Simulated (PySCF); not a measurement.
Species: C5H6ClF.
Geometry (GFN2-xTB, Å), atoms numbered from 1 in this order:
```
atom  x, y, z in Å
C1    -1.822    1.274    0.218
C2    -1.219    0.308   -0.445
C3    -0.361   -0.746    0.198
C4     1.033   -0.676   -0.348
F5     1.127   -1.074   -1.632
C6     2.103   -0.249    0.308
Cl7    3.678   -0.168   -0.382
H8    -1.743    1.364    1.289
H9    -2.428    2.012   -0.278
H10   -1.307    0.232   -1.521
H11   -0.337   -0.615    1.279
H12   -0.768   -1.733   -0.038
H13    2.041    0.072    1.333
```

A PySCF run (density fitting, gas phase, GFN2-xTB geometry) gave HOMO -9.81 eV, LUMO 0.89 eV, dipole 2.93 D and E = -751.759 Eh.

Question: Which of these levels was it?
A. HF/aug-cc-pVDZ
B. HCTH407/6-311G**
C. HF/ANO-RCC-VDZP

Answer: A. It is HF/aug-cc-pVDZ. All candidates on this geometry:

| level and settings | kind | basis functions | SCF cycles | E (Eh) | HOMO (eV) | LUMO (eV) | dipole (D) |
| --- | --- | --- | --- | --- | --- | --- | --- |
| HCTH407/6-311G** | GGA | 170 | 16 | -754.2474 | -6.07 | -1.28 | 2.56 |
| HF/aug-cc-pVDZ, fitting basis def2-universal-jkfit | Hartree–Fock | 219 | 10 | -751.7595 | -9.81 | 0.89 | 2.93 |
| HF/ANO-RCC-VDZP | Hartree–Fock | 132 | 10 | -751.4235 | -9.83 | 2.22 | 3.11 |

The nearest other candidate, by the summed differences of HOMO and LUMO, is HF/ANO-RCC-VDZP: its HOMO differs by -0.02 eV and its LUMO by +1.33 eV. Cycle counts include a coarse-grid stage where the run had one. All basis functions are spherical, in the Pople sets too. ANO-RCC sets were contracted for a scalar-relativistic Hamiltonian, but ran non-relativistically here. At HF/aug-cc-pVDZ the closed-shell solution lies near or past a triplet instability.
